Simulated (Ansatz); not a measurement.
`[OH][Ge]([F])([F])[F]` + H₂O → `[OH][Ge]([OH])([F])[F]` + H–F  (formal hydrolysis of a Ge–F bond)

Calculated with Ansatz (gas phase, PBE0-D4/def2-TZVP geometries, no zero-point term in ΔE). CCSD(T)/CBS adds triple-zeta CCSD(T) − MP2 to the extrapolated MP2 energy (def2 sets, frozen cores). This one scheme is used for every species. DFT in def2-TZVPP. For Ge outer-core shells are correlated without core-valence functions, which leaves a few kJ/mol of doubt a bond. Scalar relativity is left out up to krypton. One conformer a species, not always the lowest.

| species | r2SCAN-D4 energy (Eh) |
| --- | --- |
| `[OH][Ge]([F])([F])[F]` | -2452.51874 |
| H₂O | -76.42324 |
| `[OH][Ge]([OH])([F])[F]` | -2428.48823 |
| H–F | -100.44667 |

(1) Work out ΔE.

Largest T1 diagnostic among the species: 0.012.

## Answers

(1) ΔE = (-2428.48823) + (-100.44667) − (-2452.51874) − (-76.42324) = 0.00708 Eh = +4.4 kcal/mol. CCSD(T)/CBS gives +3.1 kcal/mol.

In def2-TZVPP, CCSD(T) changes the Hartree–Fock value by −1.8 kcal/mol (the triples alone add −0.2 kcal/mol) and MP2 by −2.2 kcal/mol. Leaving LDA and LC-ωPBE aside and taking each functional with its dispersion term where it has one, the values, not all of them listed here, spread over 1.9 kcal/mol, from PBE-QIDH to B97M-V. LDA lies −1.5 kcal/mol from PBE without D4.
